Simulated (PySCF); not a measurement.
These 3 structures share the formula C6H9F3O2. Method used: PBE0-D3(BJ)/def2-SVP geometry optimisation, gas phase in PySCF 2.14.0. Energies are electronic, without zero-point or thermal terms, for one conformer each. No frequencies were run at this level. Point groups hold within 0.08 Å.

Problem. Order them by energy at this level, lowest first, and give relative energies in kcal/mol.
A. `[CH3:1][O:2]/[C:3]([CH3:4])=[CH:5]/[CH2:6][O:7][C:8]([F:9])([F:10])[F:11]` with C1–O2–C3–C4 -178°, C3–C5–C6–O7 76°, C5–C6–O7–C8 70°
B. `[CH3:1][O:2][C:3](=[O:4])[C@H:5]([CH3:6])[CH2:7][C:8]([F:9])([F:10])[F:11]` with C1–O2–C3–O4 1°, O2–C3–C5–C6 -108°, C3–C5–C7–C8 -73°
C. `[CH3:1][O:2][C@@H:3]1[CH2:4][C@:5]1([CH3:6])[O:7][C:8]([F:9])([F:10])[F:11]` with C1–O2–C3–C4 152°, C4–C5–O7–C8 58°

Solution. B (0.0), A (33.0), C (40.9).

As drawn, the lowest has a C=O bond and a C(=O)–O unit, which the highest lacks; the highest has a three-membered ring, which the lowest lacks.

```
                     SMILES      E (Eh)  E rel (kcal/mol)  dipole (D)  point group       A, B, C (MHz)
   COC(=O)[C@H](C)CC(F)(F)F  -682.85811               0.0        2.35           C1  1623, 741.6, 628.5
       CO/C(C)=C/COC(F)(F)F  -682.80546              33.0        2.89           C1  2011, 579.2, 534.8
CO[C@@H]1C[C@]1(C)OC(F)(F)F  -682.79300              40.9        2.71           C1  1642, 838.2, 722.7
```
